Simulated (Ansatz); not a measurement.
Born–Oppenheimer molecular dynamics of ClH5Sn (7 atoms, charge 0, multiplicity 1). It starts at the highest image of a converged band. Of that band: A vibrational analysis at the climbing image gives 2 clearly imaginary modes (944i, 129i cm⁻¹): a point of higher order, so a lower path passes nearby.

The calculation used Ansatz 0.2.0, RKS PBE-D4/def2-TZVP.

```json
{"ensemble": "NVE (velocity Verlet)", "time step": "0.5 fs", "steps asked": "200", "starting velocities drawn for": "100 K", "seed": "11251"}
```

First frame:

```xyz
7
Properties=species:S:1:pos:R:3
Sn -0.238 0.000 -0.179
Cl -0.045 0.000 2.690
H 1.459 0.000 0.052
H -0.756 1.452 -0.937
H -0.756 -1.452 -0.937
H -1.879 0.000 0.907
H -1.341 0.000 1.720
```

(1) What does the run give?

(2) What happens to the structure?

(3) How do temperature and energy run in time?

Answers

(1) The run went to its last step.

| Item | Value |
| --- | --- |
| steps done | 200 |
| time covered | 100 fs |
| mean temperature over the second half | 2122 K |
| spread of the potential energy over the second half | 25.0 meV per atom |
| mean potential energy of the second half above the start | -186.7 meV per atom |

The conserved energy stayed within 0.093 meV per atom of its start (net change 0.013 meV per atom), so the integration is sound. The kinetic energy rose, since the run started high on the potential surface and went downhill. It ends in pieces (ClH3Sn + H2), so much of that is their flight and rotation, not heat. A run of 0.1 ps of so small a system gives no equilibrium averages. The orbitals stay closed-shell, which can raise the energy where a bond breaks towards radicals; this wasn't checked here.

(2) Between its relaxed ends the band would form Sn1–H6, Cl2–H7 and break Sn1–Cl2, H6–H7. These pairs go: Sn1–H6 1.97 → 8.93 Å, Cl2–H7 1.62 → 9.41 Å, Sn1–Cl2 2.87 → 2.66 Å, H6–H7 0.98 → 0.78 Å. In the last frame they stand as before the step (other bonds may differ from the relaxed reactants and products). It ends as ClH3Sn + H2. Pairs count as bonded within 1.25 times the sum of covalent radii (0.12 Å more for H–H). The details hang on the random start.

(3) 
```tsv
time (fs)	T (K)	potential energy less start (eV)	conserved less start (meV/atom)
0	100	0.000	0.00
3	76	0.016	0.01
6	69	0.020	0.02
9	113	-0.008	0.01
12	194	-0.061	0.03
15	389	-0.187	0.00
18	661	-0.362	0.04
21	1057	-0.619	0.00
24	1467	-0.884	-0.07
27	1787	-1.090	-0.04
30	2026	-1.245	0.03
33	2238	-1.382	-0.02
36	2399	-1.487	-0.07
39	2489	-1.545	-0.03
42	2534	-1.573	0.03
45	2544	-1.579	0.02
48	2510	-1.558	-0.07
51	2396	-1.485	-0.09
54	2194	-1.353	-0.01
57	1955	-1.199	0.05
60	1751	-1.067	0.01
63	1641	-0.996	-0.06
66	1647	-1.000	-0.04
69	1783	-1.087	0.03
72	2012	-1.236	0.03
75	2245	-1.386	-0.04
78	2407	-1.492	-0.09
81	2453	-1.521	-0.04
84	2410	-1.493	0.03
87	2366	-1.464	0.00
90	2322	-1.436	-0.06
93	2252	-1.391	-0.04
96	2166	-1.335	0.02
99	2081	-1.280	0.04
```

Time of the run: 2.8 min on 4 threads of Arm Neoverse V1, on a shared host, peak memory 0.19 GiB.
